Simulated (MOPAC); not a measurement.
MOPAC input (PM3):

```
PM3 PRECISE GNORM=0.05 LET XYZ GEO-OK AUX(PRECISION=9) THREADS=1
C6H8

C     1.59313510 1   -0.63906756 1   -0.11543434 1
C     1.43638359 1    0.92210247 1    0.21526977 1
C    -0.06425195 1    0.63991867 1    0.13555457 1
C     0.06425195 1   -0.63991867 1   -0.13555457 1
C    -1.43638359 1   -0.92210247 1   -0.21526977 1
C    -1.59313510 1    0.63906756 1    0.11543434 1
H     2.09495382 1   -0.84999760 1   -1.06186465 1
H     2.07230299 1   -1.22018753 1    0.67497161 1
H     1.85029781 1    1.58665927 1   -0.54570535 1
H     1.82764698 1    1.21646933 1    1.19113091 1
H    -1.82764698 1   -1.21646933 1   -1.19113091 1
H    -1.85029781 1   -1.58665927 1    0.54570535 1
H    -2.07230299 1    1.22018753 1   -0.67497161 1
H    -2.09495382 1    0.84999760 1    1.06186465 1
```

From the output:

```
                                                       MOPAC v23.2.5 Linux

          FINAL HEAT OF FORMATION =         96.31261 KCAL/MOL =     402.97197 KJ/MOL

          COSMO AREA              =        127.05 SQUARE ANGSTROMS
          COSMO VOLUME            =        114.26 CUBIC ANGSTROMS

          GRADIENT NORM           =          0.04099          =       0.01095 PER ATOM
          IONIZATION POTENTIAL    =          9.146324 EV
          HOMO LUMO ENERGIES (EV) =         -9.146  0.904
          NO. OF FILLED LEVELS    =         16
          MOLECULAR WEIGHT        =         80.1292         POINT GROUP:  D2h

          MOLECULAR DIMENSIONS (Angstroms)

            Atom       Atom       Distance
            H    13    H     8     4.96480
            H    12    H     9     4.84534
            H    11    H    14     2.92204

          SCF CALCULATIONS        =         28

   ATOM   CHEMICAL          X               Y               Z
  NUMBER   SYMBOL      (ANGSTROMS)     (ANGSTROMS)     (ANGSTROMS)

     1       C          1.56640103  *  -0.64901147  *  -0.11790414  *
     2       C          1.40815820  *   0.92691423  *   0.21592428  *
     3       C         -0.06669315  *   0.66429455  *   0.14071891  *
     4       C          0.06670920  *  -0.66429653  *  -0.14071659  *
     5       C         -1.40816962  *  -0.92689157  *  -0.21592394  *
     6       C         -1.56639736  *   0.64899496  *   0.11789930  *
     7       H          2.06330457  *  -0.86964985  *  -1.07180256  *
     8       H          2.04052371  *  -1.24201592  *   0.67524596  *
     9       H          1.81511440  *   1.60222368  *  -0.54817573  *
    10       H          1.79232930  *   1.22986198  *   1.19885865  *
    11       H         -1.79233606  *  -1.22986750  *  -1.19887337  *
    12       H         -1.81512038  *  -1.60223855  *   0.54818999  *
    13       H         -2.04052889  *   1.24202053  *  -0.67525150  *
    14       H         -2.06331533  *   0.86965122  *   1.07181609  *

                             CARTESIAN COORDINATES

   1    C        1.566401025    -0.649011466    -0.117904140
   2    C        1.408158197     0.926914229     0.215924283
   3    C       -0.066693147     0.664294547     0.140718906
   4    C        0.066709204    -0.664296527    -0.140716590
   5    C       -1.408169620    -0.926891573    -0.215923944
   6    C       -1.566397355     0.648994965     0.117899304
   7    H        2.063304572    -0.869649853    -1.071802564
   8    H        2.040523713    -1.242015916     0.675245956
   9    H        1.815114405     1.602223678    -0.548175730
  10    H        1.792329297     1.229861983     1.198858654
  11    H       -1.792336057    -1.229867501    -1.198873373
  12    H       -1.815120378    -1.602238551     0.548189989
  13    H       -2.040528890     1.242020528    -0.675251495
  14    H       -2.063315328     0.869651221     1.071816092

           Empirical Formula: C6 H8  =    14 atoms

      MOLECULAR POINT GROUP   :   D2h

                  EIGENVALUES
 -40.89500 -32.44518 -25.01143 -22.34332 -22.26842 -17.06741 -16.47578 -15.09611
 -14.90379 -14.54457 -12.87809 -12.50847 -12.36315 -12.33805 -11.01346  -9.14632
   0.90416   2.19776   2.79168   3.22073   3.23967   3.94312   4.01265   4.16041
   4.21278   4.33550   4.34845   4.78564   4.99937   5.08254   5.51640   6.13890

              NET ATOMIC CHARGES AND DIPOLE CONTRIBUTIONS

  ATOM NO.   TYPE          CHARGE      No. of ELECS.   s-Pop       p-Pop
    1          C           0.010299        3.9897     1.16196     2.82774
    2          C           0.010301        3.9897     1.16196     2.82774
    3          C          -0.246801        4.2468     1.26255     2.98425
    4          C          -0.246801        4.2468     1.26255     2.98425
    5          C           0.010301        3.9897     1.16196     2.82774
    6          C           0.010302        3.9897     1.16196     2.82774
    7          H           0.056550        0.9434     0.94345
    8          H           0.056550        0.9434     0.94345
    9          H           0.056549        0.9435     0.94345
   10          H           0.056549        0.9435     0.94345
   11          H           0.056550        0.9435     0.94345
   12          H           0.056549        0.9435     0.94345
   13          H           0.056550        0.9435     0.94345
   14          H           0.056550        0.9434     0.94345
 DIPOLE           X         Y         Z       TOTAL
 POINT-CHG.    -0.000    -0.000    -0.000     0.000
 HYBRID         0.000    -0.000    -0.000     0.000
 SUM           -0.000    -0.000    -0.000     0.000

          ATOMIC ORBITAL ELECTRON POPULATIONS

     Atom    s        px        py        pz
    1  C   1.16196   0.88683   0.94054   1.00037
    2  C   1.16196   0.88041   0.94651   1.00082
    3  C   1.26255   0.95937   1.00607   1.01881
    4  C   1.26255   0.95937   1.00607   1.01881
    5  C   1.16196   0.88041   0.94651   1.00082
    6  C   1.16196   0.88683   0.94054   1.00037
    7  H   0.94345
    8  H   0.94345
    9  H   0.94345
   10  H   0.94345
   11  H   0.94345
   12  H   0.94345
   13  H   0.94345
   14  H   0.94345

 **********************
 *                    *
 * JOB ENDED NORMALLY *
 *                    *
 **********************

 == MOPAC DONE ==
```

The geometry given is a B3LYP-D3(BJ)/def2-TZVP minimum.
